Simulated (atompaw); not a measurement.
## An all-electron radial function and its pseudo partner (Te (Z = 52))

Columns: radius, all-electron u(r) and pseudo u(r) of the 5s shell (level -15.11 eV) of tellurium in the configuration [Kr] 4d10 5s2 5p4; PBE, scalar-relativistic, PAW (atompaw) scheme, atompaw 4.2.0.5.

```csv
r (bohr),all-electron,pseudo
0.085,-0.1741,0.0643
0.169,0.1320,0.1273
0.254,0.2573,0.1903
0.338,0.0884,0.2514
0.423,-0.1572,0.3115
0.508,-0.3340,0.3697
0.592,-0.3996,0.4248
0.677,-0.3667,0.4778
0.762,-0.2639,0.5277
0.846,-0.1241,0.5738
0.931,0.0319,0.6168
1.015,0.1839,0.6554
1.100,0.3251,0.6904
1.185,0.4484,0.7211
1.269,0.5503,0.7470
1.354,0.6331,0.7687
1.438,0.6960,0.7854
1.523,0.7425,0.7976
1.608,0.7735,0.8049
1.692,0.7913,0.8073
1.777,0.7980,0.8049
1.862,0.7955,0.7977
1.946,0.7854,0.7858
2.031,0.7691,0.7691
2.115,0.7481,0.7481
2.200,0.7232,0.7232
```

**Question.** How many radial nodes do the two functions have?

**Answer.** The all-electron 5s function has n − l − 1 = 4 (the table is too coarse to show those close to the nucleus); the pseudo-wave has 0, since the states of the same l below it are removed with the core.

**Question.** Where does each function peak?

**Answer.** Outermost all-electron maximum near 1.78 bohr, pseudo maximum near 1.69 bohr (to the table’s step).

**Question.** Is the pseudo-wave norm-conserving?

**Answer.** No, it belongs to a PAW set: the norm inside the radius is not constrained, and the difference is carried by the augmentation charge.
